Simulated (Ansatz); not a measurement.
Consider the formal exchange of groups at the Si–O bond: `FC(F)(F)O[SiH3]` + `CCB(O)O` → `OB(O)[SiH3]` + `CCOC(F)(F)F`.

Program: Ansatz. Geometries: PBE0-D4/def2-TZVP. ΔE: electronic, gas phase. CCSD(T)/CBS adds triple-zeta CCSD(T) − MP2 to the extrapolated MP2 energy (def2 sets, frozen cores). DFT in def2-TZVPP. HSE06 is defined as in plane-wave codes. Each species was taken in one conformer, which may not be the lowest.

CCSD(T)/CBS gives +1.94 eV.

Task: Another level gave +1.89 eV. Which?
A. HSE06/def2-TZVPP
B. MP2/def2-TZVPP
C. r2SCAN0/def2-TZVPP
D. r2SCAN-D4/def2-TZVPP

Result: D. r2SCAN-D4 1.89, HSE06 1.80, MP2/def2-TZVPP 2.04, r2SCAN0 1.95 eV.

Largest T1 diagnostic among the species: 0.014.

From BLYP to BHLYP (50 % exact exchange), in def2-TZVPP and without D4, ΔE moves by +0.21 eV. At CCSD(T), def2-SVP lies −0.17 eV from the extrapolated value and def2-TZVPP −0.03 eV. Leaving LDA and LC-ωPBE aside and taking each functional with its dispersion term where it has one, the values, not all of them listed here, spread over 0.27 eV, from PBE-D4 to BHLYP-D4. LDA lies +0.05 eV from PBE without D4.
